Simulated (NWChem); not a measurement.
The numbers come from NWChem runs, not from measurements. System: disiloxane (H$_{6}$OSi$_{2}$), charge 0, spin multiplicity 1, at a geometry optimised with PBE/def2-SVP. Level: MP2/def2-TZVP, 11 core orbitals frozen.

Input file:

```
start mol
memory heap 200 mb stack 900 mb global 1100 mb
geometry units angstroms nocenter noautoz noautosym
  Si     0.246052    -1.576130     0.003063
  O      0.422877     0.086786    -0.022964
  Si    -0.394452     1.545664     0.005786
  H      0.230933    -2.076033     1.422677
  H     -1.038335    -1.982834    -0.672990
  H      1.408407    -2.186998    -0.725009
  H      0.455211     2.576355    -0.679673
  H     -0.646827     1.975055     1.426244
  H     -1.714806     1.426691    -0.711435
end
basis spherical
  * library def2-tzvp
end
scf
  rhf
  nopen 0
  maxiter 100
  thresh 1e-7
  semidirect memsize 60000000 filesize 0
end
mp2
  freeze core 11
end
task mp2 energy
```

Output (cleaned and shortened):

```
             Northwest Computational Chemistry Package (NWChem) 7.3.0
             --------------------------------------------------------

                                NWChem Input Module
                                -------------------

 Scaling coordinates for geometry "geometry" by  1.889725989
 (inverse scale =  0.529177249)

                             Geometry "geometry" -> ""
                             -------------------------

 Output coordinates in angstroms (scale by  1.889725989 to convert to a.u.)

  No.       Tag          Charge          X              Y              Z
 ---- ---------------- ---------- -------------- -------------- --------------
    1 Si                  14.0000     0.24605200    -1.57613000     0.00306300
    2 O                    8.0000     0.42287700     0.08678600    -0.02296400
    3 Si                  14.0000    -0.39445200     1.54566400     0.00578600
    4 H                    1.0000     0.23093300    -2.07603300     1.42267700
    5 H                    1.0000    -1.03833500    -1.98283400    -0.67299000
    6 H                    1.0000     1.40840700    -2.18699800    -0.72500900
    7 H                    1.0000     0.45521100     2.57635500    -0.67967300
    8 H                    1.0000    -0.64682700     1.97505500     1.42624400
    9 H                    1.0000    -1.71480600     1.42669100    -0.71143500

 Effective nuclear repulsion energy (a.u.)     156.4188361301

            Nuclear Dipole moment (a.u.)
            ----------------------------
        X                 Y               Z
 ---------------- ---------------- ----------------
    -0.0000018897     0.0000000000    -0.0000226767


 Summary of "ao basis" -> "" (spherical)
 ------------------------------------------------------------------------------
       Tag                 Description            Shells   Functions and Types
 ---------------- ------------------------------  ------  ---------------------
 *                         def2-tzvp                  on all atoms

 Summary of "ao basis" -> "ao basis" (spherical)
 ------------------------------------------------------------------------------
       Tag                 Description            Shells   Functions and Types
 ---------------- ------------------------------  ------  ---------------------
 Si                        def2-tzvp                13       37   5s5p2d1f
 O                         def2-tzvp                11       31   5s3p2d1f
 H                         def2-tzvp                 4        6   3s1p

                                 NWChem SCF Module
                                 -----------------

  ao basis        = "ao basis"
  functions       =   141
  atoms           =     9
  closed shells   =    21
  open shells     =     0
  charge          =   0.00
  wavefunction    = RHF
  use symmetry    = F
  symmetry adapt  = F

 Summary of "ao basis" -> "ao basis" (spherical)
 ------------------------------------------------------------------------------
       Tag                 Description            Shells   Functions and Types
 ---------------- ------------------------------  ------  ---------------------
 Si                        def2-tzvp                13       37   5s5p2d1f
 O                         def2-tzvp                11       31   5s3p2d1f
 H                         def2-tzvp                 4        6   3s1p

 Forming initial guess at       0.1s

      Superposition of Atomic Density Guess
      -------------------------------------

 Sum of atomic energies:        -655.45398345

      Non-variational initial energy
      ------------------------------

 Total energy =    -656.287472
 1-e energy   =   -1218.201873
 2-e energy   =     405.495565
 HOMO         =      -0.382742
 LUMO         =      -0.001750

 Starting SCF solution at       3.3s

 ----------------------------------------------
         Quadratically convergent ROHF

 Convergence threshold     :          1.000E-07
 Maximum no. of iterations :          100
 Final Fock-matrix accuracy:          1.000E-09
 ----------------------------------------------

              iter       energy          gnorm     gmax       time
             ----- ------------------- --------- --------- --------
                 1     -656.2886986742  1.04D+00  2.07D-01      3.9
                 2     -656.3493746203  3.36D-01  7.47D-02      4.9
                 3     -656.3606492623  1.76D-02  3.34D-03      6.3
                 4     -656.3606862251  1.25D-04  2.22D-05      8.8
                 5     -656.3606862268  1.09D-08  2.67D-09     12.8

       Final RHF  results
       ------------------

         Total SCF energy =   -656.360686226821
      One-electron energy =  -1220.764376133665
      Two-electron energy =    407.984853776734
 Nuclear repulsion energy =    156.418836130110

        Time for solution =      9.5s

             Final eigenvalues
             -----------------

              1
    1  -68.8059
    2  -68.8059
    3  -20.5576
    4   -6.1493
    5   -6.1493
    6   -4.2564
    7   -4.2564
    8   -4.2560
    9   -4.2560
   10   -4.2560
   11   -4.2560
   12   -1.3238
   13   -0.7791
   14   -0.6807
   15   -0.5883
   16   -0.5759
   17   -0.5753
   18   -0.4851
   19   -0.4815
   20   -0.4551
   21   -0.4479
   22    0.1029
   23    0.1465
   24    0.1487
   25    0.1668
   26    0.1688
   27    0.1727
   28    0.1849
   29    0.2069
   30    0.2616
   31    0.2708

                       ROHF Final Molecular Orbital Analysis
                       -------------------------------------

 Vector   19  Occ=2.000000D+00  E=-4.815248D-01
              MO Center= -4.5D-01, -8.8D-02, -3.3D-01, r^2= 5.7D+00
   Bfn.  Coefficient  Atom+Function         Bfn.  Coefficient  Atom+Function
  ----- ------------  ---------------      ----- ------------  ---------------
    15      0.199356  1 Si px               113     -0.182171  5 H  s
   137      0.181138  9 H  s                 83     -0.168427  3 Si px

 Vector   20  Occ=2.000000D+00  E=-4.551185D-01
              MO Center= -2.7D-01, -4.8D-02, -3.9D-01, r^2= 4.7D+00
   Bfn.  Coefficient  Atom+Function         Bfn.  Coefficient  Atom+Function
  ----- ------------  ---------------      ----- ------------  ---------------
    43      0.228977  2 O  px                46      0.214625  2 O  px
    15     -0.167310  1 Si px               113      0.167553  5 H  s
   137      0.165648  9 H  s                 83     -0.159327  3 Si px
    49      0.152376  2 O  px

 Vector   21  Occ=2.000000D+00  E=-4.478824D-01
              MO Center=  9.4D-02,  1.3D-02,  4.0D-01, r^2= 5.0D+00
   Bfn.  Coefficient  Atom+Function         Bfn.  Coefficient  Atom+Function
  ----- ------------  ---------------      ----- ------------  ---------------
    45      0.244543  2 O  pz                48      0.229400  2 O  pz
   131     -0.167905  8 H  s                107     -0.166842  4 H  s
    17     -0.161546  1 Si pz                51      0.162221  2 O  pz
    85     -0.161558  3 Si pz

 Vector   22  Occ=0.000000D+00  E= 1.028501D-01
              MO Center= -8.4D-02, -1.8D-02,  3.0D-02, r^2= 7.8D+00
   Bfn.  Coefficient  Atom+Function         Bfn.  Coefficient  Atom+Function
  ----- ------------  ---------------      ----- ------------  ---------------
    42      0.943698  2 O  s                 19     -0.851437  1 Si py
    87      0.752112  3 Si py                86     -0.405608  3 Si px
     5      0.345940  1 Si s                 73      0.345758  3 Si s
   120     -0.301971  6 H  s                126     -0.301875  7 H  s
   108     -0.271027  4 H  s                114     -0.269498  5 H  s

 Vector   23  Occ=0.000000D+00  E= 1.464609D-01
              MO Center= -3.1D-01, -7.5D-02,  1.9D-02, r^2= 1.3D+01
   Bfn.  Coefficient  Atom+Function         Bfn.  Coefficient  Atom+Function
  ----- ------------  ---------------      ----- ------------  ---------------
    19      1.773967  1 Si py                87      1.741523  3 Si py
     5      1.331928  1 Si s                 73     -1.316840  3 Si s
    50      1.072914  2 O  py                86     -0.442277  3 Si px
   126     -0.307845  7 H  s                 16      0.289528  1 Si py
   120      0.250447  6 H  s                 18     -0.237125  1 Si px

 Vector   24  Occ=0.000000D+00  E= 1.487178D-01
              MO Center= -6.9D-01, -1.3D-01,  1.5D-01, r^2= 6.7D+00
   Bfn.  Coefficient  Atom+Function         Bfn.  Coefficient  Atom+Function
  ----- ------------  ---------------      ----- ------------  ---------------
   120      1.098400  6 H  s                126      1.086148  7 H  s
    18     -0.899464  1 Si px                86     -0.889357  3 Si px
    20      0.840749  1 Si pz                88      0.762202  3 Si pz
   108     -0.421551  4 H  s                132     -0.398762  8 H  s
    73     -0.389813  3 Si s                 87     -0.382254  3 Si py

------------------------------------------------------------
EAF file 0: "./mol.aoints.0" size=524288 bytes
------------------------------------------------------------
               write      read    awrite     aread      wait
               -----      ----    ------     -----      ----
     calls:        1        19         0         0         0
   data(b): 5.24e+05  9.96e+06  0.00e+00  0.00e+00
   time(s): 0.00e+00  0.00e+00  0.00e+00  0.00e+00  0.00e+00
rate(mb/s): 0.00e+00  0.00e+00
------------------------------------------------------------

 center of mass
 --------------
 x =   0.03141166 y =   0.00644310 z =  -0.00144056

 moments of inertia (a.u.)
 ------------------
         601.076595515628         112.160360141785           0.724495102484
         112.160360141785          77.422220420754          -0.360430283172
           0.724495102484          -0.360430283172         635.207468006409

  Mulliken analysis of the total density
  --------------------------------------

    Atom       Charge   Shell Charges
 -----------   ------   -------------------------------------------------------
    1 Si  14    13.51   2.00  0.58  1.39  0.78  0.35  4.12  1.73  0.51  1.27  0.27  0.19  0.25  0.06
    2 O    8     8.63   0.79  1.18  0.53  0.97  0.28  1.87  2.18  0.82  0.00  0.01  0.00
    3 Si  14    13.51   2.00  0.58  1.39  0.78  0.35  4.12  1.73  0.51  1.27  0.27  0.19  0.25  0.06
    4 H    1     1.06   0.24  0.56  0.25  0.01
    5 H    1     1.06   0.24  0.56  0.25  0.01
    6 H    1     1.06   0.24  0.56  0.25  0.01
    7 H    1     1.06   0.24  0.56  0.25  0.01
    8 H    1     1.06   0.24  0.56  0.25  0.01
    9 H    1     1.06   0.24  0.56  0.25  0.01

       Multipole analysis of the density wrt the origin
       ------------------------------------------------

     L   x y z        total         open         nuclear
     -   - - -        -----         ----         -------
     0   0 0 0     -0.000000      0.000000     42.000000

     1   1 0 0     -0.176981      0.000000     -0.000002
     1   0 1 0     -0.036520      0.000000      0.000000
     1   0 0 1      0.010038      0.000000     -0.000023

     2   2 0 0    -27.436976      0.000000     39.773503
     2   1 1 0     -0.324542      0.000000    -63.291395
     2   1 0 1     -0.003991      0.000000     -0.374315
     2   0 2 0    -25.916149      0.000000    335.266997
     2   0 1 1      0.000231      0.000000      0.210705
     2   0 0 2    -27.164620      0.000000     21.460844

                   NWChem MP2 Semi-direct Energy/Gradient Module
                   ---------------------------------------------

  Basis functions       =    141
  Molecular orbitals    =    141
  Frozen core           =     11
  Frozen virtuals       =      0
  Active alpha occupied =     10
  Active beta occupied  =     10
  Active alpha virtual  =    120
  Active beta virtual   =    120
  Use MO symmetry       = F
  Use skeleton AO sym   = F

  AO/Fock/Back tols     =   1.0D-09  1.0D-09  1.0D-09

 GA uses MA = F    GA memory limited = T

 Available:
  local mem=  1.26D+08
 global mem=  1.44D+08
 local disk=  0.00D+00
  mp2_memr nvloc                   120
  nvloc new                   120
   1 passes of  10:        5242880                     100533                  39165324.
   1 passes of  10: M    126148529           G      144139438           F     120905649.

 Semi-direct pass number   1 of   1  for RHF alpha+beta  at       12.9s
  vrange nnbf                  9591
  mp2_eaftype                   149  avail_ma_in_mb                  1099
 EAF : mp2_eaftype filesize         149   19582662.
  mp2_eaf for mointskh                    149
Node 0 wrote     92.1 Mb in      0.0 s     Agg I/O rate:  2454.1 Mb/s
 Done moints_semi at       20.9s
  mp2_eaftype                   149  avail_ma_in_mb                   950
 EAF : mp2_eaftype filesize         149   19582662.
  mp2_eaf for kh                   149
 Done maket at       21.3s
 Done multipass loop at       21.3s

          -------------------------------------------
          SCF energy                -656.360686226821
          Correlation energy          -0.473108689960
          Singlet pairs               -0.331723745956
          Triplet pairs               -0.141384944004
          Total MP2 energy          -656.833794916781
          -------------------------------------------

          ---------------------------------------------------
                    Spin Component Scaled (SCS) MP2
          Same spin pairs                     -0.094256629336
          Same spin scaling factor             0.333333333333
          Opposite spin pairs                 -0.378852060624
          Opposite spin scaling fact.          1.200000000000
          SCS-MP2 correlation energy          -0.486041349194
          Total SCS-MP2 energy              -656.846727576015
          ---------------------------------------------------

 -----------------------
 Performance information
 -----------------------

 Timer overhead =  1.53D-07 seconds/call

               Nr. of calls         CPU time (s)                 Wall time (s)                GFlops
             ---------------    -------------------     ------------------------------   -------------------
Name         Min   Avg   Max    Min     Avg     Max     Min     Avg     Max   Mx/calls   Min     Max     Sum
mp2: moin     1     1     1    8.0     8.0     8.0      8.0     8.0     8.0     8.0      0.0     0.0     0.0
mp2: make     1     1     1   0.41    0.41    0.41     0.41    0.41    0.41    0.41      0.0     0.0     0.0
mp2: tota     1     1     1    8.5     8.5     8.5      8.5     8.5     8.5     8.5      0.0     0.0     0.0

 The average no. of pstat calls per process was 3.00D+00
 with a timing overhead of 4.60D-07s

 Task  times  cpu:       21.3s     wall:       21.3s

 Total times  cpu:       21.3s     wall:       21.3s
```
